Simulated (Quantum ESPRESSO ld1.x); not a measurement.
The numbers below are computed, except where a source is named.
The mean radii <r> (bohr) of the occupied orbitals of an atom or ion are listed with their occupations. Code: ld1.x of Quantum ESPRESSO 7.5. Model: scalar-relativistic Kohn-Sham, LDA (Slater exchange, VWN5 correlation), spin-polarised, spherical densities, point nucleus.

| orbital | occ. | <r> |
|---|---|---|
| 1s up | 1 | 0.01632 |
| 1s down | 1 | 0.01632 |
| 2s up | 1 | 0.06877 |
| 2s down | 1 | 0.06877 |
| 2p up | 3 | 0.06235 |
| 2p down | 3 | 0.06235 |
| 3s up | 1 | 0.1776 |
| 3s down | 1 | 0.1776 |
| 3p up | 3 | 0.1792 |
| 3p down | 3 | 0.1792 |
| 3d up | 5 | 0.1623 |
| 3d down | 5 | 0.1623 |
| 4s up | 1 | 0.3909 |
| 4s down | 1 | 0.3907 |
| 4p up | 3 | 0.4163 |
| 4p down | 3 | 0.4160 |
| 4d up | 5 | 0.4366 |
| 4d down | 5 | 0.4359 |
| 4f up | 7 | 0.4539 |
| 4f down | 7 | 0.4519 |
| 5s up | 1 | 0.8168 |
| 5s down | 1 | 0.8149 |
| 5p up | 3 | 0.8921 |

Name the element and its charge. Open shells, if any, are filled with parallel spins first.

Answer. Z = 81, thallium, charge +16: Tl16+ in [Kr] 4d10 4f14 5s2 5p3. The 1s radius gives Z: for a bare nucleus <r> = (2 gamma + 1)/(2Z) with gamma = sqrt(1 - (Z/c)^2), 0.01613 bohr for Z = 81, and screening makes it slightly larger (0.01632 here). The occupations add up to 65, and the charge is Z minus that.
